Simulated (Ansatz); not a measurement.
Basis-set extrapolation for `N[Si](O)(O)F` (PBE0-D4/def2-TZVP geometry, frozen core, Ansatz 0.2.0). Multiplicity 1, RHF reference.

|  | def2-TZVPP | def2-QZVPP |
| --- | --- | --- |
| HF | -595.265490 | -595.290512 |
| MP2 correlation | -1.056926 | -1.147034 |
| CCSD(T) correlation | -1.107457 | not run |

Energies in hartree. Use E(X) = E(∞) + A·exp(−7.88·√X) for Hartree–Fock and E(X) = E(∞) + B·X^(−2.97) for correlation, with X = 3 and 4, and add CCSD(T) minus MP2 of the smaller set to the MP2 limit.

Q: What is the CCSD(T) energy at the basis-set limit?

A: HF limit: -595.290512 + (-0.025022) × 0.13774 = -595.29396. MP2 limit: -1.147034 + (-0.090108) × 0.74074 = -1.21378. Higher-order term: -1.107457 − (-1.056926) = -0.05053. Total: -596.55827 hartree, 486.6 kJ/mol below CCSD(T)/def2-TZVPP.
